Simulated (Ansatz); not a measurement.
(AgBr)2 ring (Ag2Br2). The state is a singlet with charge 0. Geometry r2SCAN-D4/def2-SVP, basis def2-TZVP, Ansatz.

| run | HOMO (eV) | LUMO (eV) |
| --- | --- | --- |
| A | -7.21 | -2.83 |
| B | -7.41 | -2.46 |
| C | -6.52 | -3.69 |
| D | -7.56 | -2.32 |
| E | -9.84 | -0.38 |
| F | -7.02 | -2.82 |

In the def2 sets Ag takes a core potential; there is no spin–orbit coupling. LC-ωPBE has ω = 0.4 bohr⁻¹. B3LYP takes the VWN-RPA correlation. HSE06 is defined as in plane-wave codes, on full-range PBE exchange.

**Question.** The runs used B3LYP, HSE06, LC-ωPBE, LDA (SPW92), PBE0, r2SCAN0. Estimate which is which.

**Answer.** A B3LYP (20 % exact exchange); B PBE0 (25 % exact exchange); C LDA (SPW92) (0 % exact exchange); D r2SCAN0 (25 % exact exchange); E LC-ωPBE (range-separated); F HSE06 (range-separated). Exact exchange lowers occupied and raises empty levels; among semilocal functionals meta-GGAs tend to open the gap a little, and such runs are hard to tell apart. The gap grows from 2.84 eV (LDA (SPW92)) to 9.46 eV (LC-ωPBE).
